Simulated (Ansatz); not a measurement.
C$_{2}$H$_{8}$BGaO (`[CH3][GaH][BH]CO`), relaxed with RKS PBE0-D4/def2-TZVP in the Gaussian-basis code of Ansatz from a GFN2-xTB geometry. The force threshold is 0.005 eV/Å; the program also tests the step.

Total charge 0; spin multiplicity 1.

Start:

```xyz
13

C     0.969   -0.043    2.124
Ga    1.027   -0.375    0.117
B     0.363    0.912   -1.426
C    -1.107    0.335   -1.458
O    -1.136   -0.681   -0.428
H     0.481   -0.878    2.638
H     1.966    0.061    2.561
H     0.410    0.867    2.371
H     1.612   -1.810   -0.266
H     0.635    1.782   -2.159
H    -1.881    1.085   -1.249
H    -1.354   -0.118   -2.428
H    -1.986   -1.138   -0.397
```

```tsv
step	energy (eV)	largest force (eV/Å)	largest move (Å)
1	-57293.8917	0.987	0.000
2	-57293.9579	0.310	0.095
3	-57293.9744	0.153	0.040
4	-57293.9798	0.185	0.049
5	-57293.9871	0.203	0.086
6	-57293.9887	0.066	0.029
7	-57293.9892	0.023	0.037
8	-57293.9894	0.024	0.022
9	-57293.9895	0.010	0.011
10	-57293.9896	0.007	0.009
11	-57293.9896	0.009	0.017
12	-57293.9896	0.009	0.005
13	-57293.9896	0.004	0.002
```

End:

```xyz
13

C     1.020   -0.025    2.123
Ga    1.021   -0.414    0.184
B     0.303    0.865   -1.301
C    -1.158    0.344   -1.448
O    -1.355   -0.622   -0.397
H     0.648   -0.888    2.681
H     2.045    0.162    2.456
H     0.415    0.846    2.377
H     1.634   -1.811   -0.250
H     0.702    1.745   -2.004
H    -1.929    1.125   -1.406
H    -1.244   -0.129   -2.440
H    -2.102   -1.198   -0.576
```

Run time 30 s (2 threads of an AMD EPYC 7R13 on a shared host and a share of an NVIDIA H100 80 GB); peak host memory 0.91 GiB.
